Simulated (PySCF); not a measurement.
VF4, SMILES [F][V+]([F])([F])[F], charge +1, multiplicity 1.

Coordinates come from a PBE0-D3(BJ)/def2-SVP optimisation. The spin state was assumed, not searched. The isomer is the one that the SMILES or the coordinates give; other isomers of the formula were not compared.

The numbers are results of TDA-CAM-B3LYP/def2-SVPD (PySCF 2.14.0), not measurements.

Vertical excitations; the highest root listed may be one member of a degenerate set.  State labels are in the subgroup D2.

```json
[
 {"state": "S1", "symmetry": "B3", "energy (eV)": "5.78", "λ (nm)": "214", "f": "0.000", "main pairs": "HOMO→LUMO+1, HOMO→LUMO (degenerate set)"},
 {"state": "S2", "symmetry": "B2", "energy (eV)": "5.78", "λ (nm)": "214", "f": "0.000", "main pairs": "HOMO−1→LUMO+1, HOMO−1→LUMO (degenerate set)"},
 {"state": "S3", "symmetry": "B1", "energy (eV)": "5.78", "λ (nm)": "214", "f": "0.000", "main pairs": "HOMO−2→LUMO (degenerate set)"},
 {"state": "S4", "symmetry": "B2", "energy (eV)": "6.13", "λ (nm)": "202", "f": "0.006", "main pairs": "HOMO−1→LUMO, HOMO−4→LUMO+1, HOMO−1→LUMO+1 (degenerate set)"},
 {"state": "S5", "symmetry": "B1", "energy (eV)": "6.13", "λ (nm)": "202", "f": "0.006", "main pairs": "HOMO−2→LUMO+1, HOMO−5→LUMO (degenerate set)"},
 {"state": "S6", "symmetry": "B3", "energy (eV)": "6.13", "λ (nm)": "202", "f": "0.006", "main pairs": "HOMO→LUMO, HOMO−3→LUMO+1, HOMO→LUMO+1, HOMO−3→LUMO (degenerate set)"},
 {"state": "S7", "symmetry": "B3", "energy (eV)": "6.37", "λ (nm)": "195", "f": "0.000", "main pairs": "HOMO−3→LUMO, HOMO−3→LUMO+1 (degenerate set)"},
 {"state": "S8", "symmetry": "B2", "energy (eV)": "6.37", "λ (nm)": "195", "f": "0.000", "main pairs": "HOMO−4→LUMO, HOMO−4→LUMO+1 (degenerate set)"},
 {"state": "S9", "symmetry": "B1", "energy (eV)": "6.37", "λ (nm)": "195", "f": "0.000", "main pairs": "HOMO−5→LUMO+1 (degenerate set)"},
 {"state": "S10", "symmetry": "B3", "energy (eV)": "6.84", "λ (nm)": "181", "f": "0.008", "main pairs": "HOMO−3→LUMO+1 43 %, HOMO−3→LUMO 16 %, HOMO→LUMO 13 %"},
 {"state": "T1", "symmetry": "B2", "energy (eV)": "5.40", "λ (nm)": "230", "f": "0", "main pairs": "HOMO−1→LUMO, HOMO−1→LUMO+1 (degenerate set)"},
 {"state": "T2", "symmetry": "B1", "energy (eV)": "5.40", "λ (nm)": "230", "f": "0", "main pairs": "HOMO−2→LUMO+1 (degenerate set)"},
 {"state": "T3", "symmetry": "B3", "energy (eV)": "5.40", "λ (nm)": "230", "f": "0", "main pairs": "HOMO→LUMO, HOMO→LUMO+1 (degenerate set)"},
 {"state": "T4", "symmetry": "B3", "energy (eV)": "5.60", "λ (nm)": "222", "f": "0", "main pairs": "HOMO→LUMO+1 70 %, HOMO→LUMO 26 %"}
]
```
Triplets are in the Tamm–Dancoff approximation.
